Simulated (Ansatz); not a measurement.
Start from `C[Si](C)(F)[AlH2]` and change one atom or group to get `C[Si](C)(F)BF`.

Ansatz, PBE0-D4/def2-TZVP geometries, multiplicity 1. Each molecule was computed in one conformer, which needn't be the lowest.

```
                               property  `C[Si](C)(F)[AlH2]`
    HOMO energy (B3LYP/def2-TZVPP) / eV                -6.92
      HOMO energy (PBE/def2-TZVPP) / eV                -5.97
     HOMO energy (PBE0/def2-TZVPP) / eV                -7.09
  HOMO–LUMO gap (B3LYP/def2-TZVPP) / eV                 4.65
      LUMO energy (PBE/def2-TZVPP) / eV                -2.84
HOMO–LUMO gap (ωB97M-V/def2-TZVPP) / eV                 8.64
```

Task: What does the change do to each property? (Estimate.)

Result: Computed: 
| property | `C[Si](C)(F)BF` | shift |
| --- | --- | --- |
| HOMO energy (B3LYP/def2-TZVPP) / eV | -7.52 | -0.60 |
| HOMO energy (PBE/def2-TZVPP) / eV | -6.34 | -0.37 |
| HOMO energy (PBE0/def2-TZVPP) / eV | -7.69 | -0.60 |
| HOMO–LUMO gap (B3LYP/def2-TZVPP) / eV | 5.63 | 0.98 |
| LUMO energy (PBE/def2-TZVPP) / eV | -2.63 | 0.21 |
| HOMO–LUMO gap (ωB97M-V/def2-TZVPP) / eV | 10.17 | 1.53 |

With PBE0 the HOMO falls by 0.60 eV and the LUMO rises by 0.41 eV, so the gap widens by about 1.01 eV. PBE moves the HOMO by -0.37 eV and ωB97M-V by -0.77 eV.

B3LYP here is the variant with VWN-RPA as its local correlation; programs differ in this.
